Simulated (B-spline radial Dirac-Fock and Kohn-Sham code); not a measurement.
**Internal conversion coefficients of Pt at 12.4 keV**

Z = 78 (platinum), transition energy 12.4 keV. These are calculated numbers from a radial B-spline solver; the model is a Dirac-Hartree-Slater potential of the neutral atom with a Latter tail (no hole, which puts coefficients of high multipoles low close above an edge), finite nucleus with surface currents. The K shell is not open to conversion at this energy. Subshells that would emit electrons below 1 keV are left out.

The run's input, task.json:

```json
{"items": [{
  "Z": 78,
  "q": 0,
  "cfg": [[1, 0, 2], [2, 0, 2], [2, 1, 6], [3, 0, 2], [3, 1, 6], [3, 2, 10], [4, 0, 2], [4, 1, 6], [4, 2, 10], [4, 3, 14], [5, 0, 2], [5, 1, 6], [5, 2, 9], [6, 0, 1]],
  "A": 195,
  "rrms": 5.427,
  "do": "conversion",
  "gamma": [12.4],
  "edges": {"M1": 3296.0, "M2": 3027.0, "M3": 2645.0, "M4": 2202.0, "M5": 2122.0, "N1": 725.4, "N2": 609.1, "N3": 519.4, "N4": 331.6, "N5": 314.6, "N6": 74.5, "N7": 71.2, "O1": 101.7, "O2": 65.3}
}]}
```

Command: `python xray2_run.py task.json out`

| subshell | electron energy (keV) | E1 | E2 | E3 | M3 | M4 |
| --- | --- | --- | --- | --- | --- | --- |
| M1 | 9.10 | 0.655 | 169 | 16300 | 3.36e+06 | 1.91e+08 |
| M2 | 9.37 | 0.873 | 9600 | 2.90e+06 | 94600 | 4.49e+06 |
| M3 | 9.76 | 1.46 | 12600 | 3.55e+06 | 3.19e+07 | 7.63e+09 |
| M4 | 10.20 | 0.630 | 189 | 645000 | 303000 | 6.20e+07 |
| M5 | 10.28 | 0.829 | 177 | 1.04e+06 | 850000 | 2.70e+09 |
| N1 | 11.67 | 0.175 | 43.1 | 5490 | 1.01e+06 | 7.23e+07 |
| N2 | 11.79 | 0.204 | 2380 | 791000 | 31600 | 1.97e+06 |
| N3 | 11.88 | 0.335 | 3080 | 933000 | 8.18e+06 | 2.17e+09 |
| N4 | 12.07 | 0.133 | 45.4 | 169000 | 84200 | 1.96e+07 |
| N5 | 12.09 | 0.175 | 40.7 | 272000 | 226000 | 7.37e+08 |
| N6 | 12.33 | 0.00965 | 1.00 | 337 | 482 | 958000 |
| N7 | 12.33 | 0.0119 | 1.19 | 285 | 23.8 | 1.02e+06 |
| total |  | 5.64 | 29300 | 1.07e+07 | 4.76e+07 | 1.40e+10 |

**Question.** For a pure M4 transition, what fraction of decays emits a photon?

**Answer.** 1/(1 + α) = 7.12e-11 with the total α = 1.40e+10; the total includes the outer subshells that are not listed.
